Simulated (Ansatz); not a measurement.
C$_{2}$H$_{6}$O$_{2}$Sn, SMILES `OC(O)=[CH][SnH3]`, relaxed with RKS PBE0-D4/def2-TZVP in the Gaussian-basis code of Ansatz from a PBE-D4/def2-SVP geometry. The force threshold is 0.005 eV/Å; the program also tests the step.

The species carries charge 0 and has multiplicity 1. Sn takes the def2 core potential.

Start:

```xyz
11

O     0.901   -0.866    1.277
C     0.852   -0.901   -0.080
O     1.707   -1.826   -0.563
C     0.073   -0.133   -0.890
Sn   -1.259    1.320   -0.122
H     0.264   -0.191    1.601
H     2.144   -2.242    0.207
H     0.170   -0.305   -1.971
H    -1.082    1.180    1.616
H    -0.853    2.943   -0.562
H    -2.916    1.021   -0.514
```

```
        step  energy (eV)  largest force (eV/Å)  largest move (Å)
           1  -12092.0800                 0.702             0.000
           2  -12092.1244                 0.277             0.060
           3  -12092.1339                 0.064             0.027
           4  -12092.1345                 0.031             0.028
5 (rejected)  -12092.1343                 0.091             0.011
           6  -12092.1348                 0.011             0.006
           7  -12092.1348                 0.009             0.004
           8  -12092.1348                 0.001             0.006
           9  -12092.1349                 0.004             0.008
```

End:

```xyz
11

O     0.902   -0.893    1.272
C     0.841   -0.892   -0.075
O     1.686   -1.804   -0.574
C     0.074   -0.119   -0.853
Sn   -1.254    1.318   -0.112
H     0.291   -0.233    1.625
H     2.129   -2.238    0.164
H     0.174   -0.273   -1.919
H    -1.109    1.238    1.607
H    -0.857    2.902   -0.609
H    -2.877    0.993   -0.527
```

Hardware: 4 threads of an Arm Neoverse V2 on a shared host. Wall time 29 s, peak host memory 0.59 GiB.
